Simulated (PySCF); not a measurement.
CHI2, SMILES I[CH]I (connectivity only; charge and spin as stated), charge +1, multiplicity 1. Atoms are numbered in the order given.

```xyz
4

I      0.0000    -1.7879     0.0637
C      0.0000     0.0000    -0.8067
I      0.0000     1.7879     0.0637
H      0.0000     0.0000    -1.9070
```
Charge +1, spin multiplicity 1.

Coordinates come from a PBE0-D3(BJ)/def2-SVP optimisation. The multiplicity is an assumed one; other spin states were not compared. The isomer is the one that the SMILES or the coordinates give; other isomers of the formula were not compared. The def2 effective core potentials stand for the cores of I; spin–orbit coupling is left out.

Method: PBE0-D3(BJ)/def2-SVP in PySCF.

Frequencies are harmonic and unscaled.

Question: List the normal modes with their intensities. (The exact figures need the calculation; the answer reports its results.)

Answer: 
```json
[
 {"mode": "1", "ν (cm⁻¹)": "153", "IR (km/mol)": "0.0", "moving atoms (share of kinetic energy)": "I 92 %"},
 {"mode": "2", "ν (cm⁻¹)": "559", "IR (km/mol)": "1.3", "moving atoms (share of kinetic energy)": "C 80 %, I 13 %"},
 {"mode": "3", "ν (cm⁻¹)": "732", "IR (km/mol)": "52.6", "moving atoms (share of kinetic energy)": "H 70 %, C 30 %"},
 {"mode": "4", "ν (cm⁻¹)": "831", "IR (km/mol)": "230.7", "moving atoms (share of kinetic energy)": "C 80 %, H 14 %"},
 {"mode": "5", "ν (cm⁻¹)": "1201", "IR (km/mol)": "45.6", "moving atoms (share of kinetic energy)": "H 86 %, C 14 %"},
 {"mode": "6", "ν (cm⁻¹)": "3188", "IR (km/mol)": "52.0", "moving atoms (share of kinetic energy)": "H 92 %, C 8 %"}
]
```
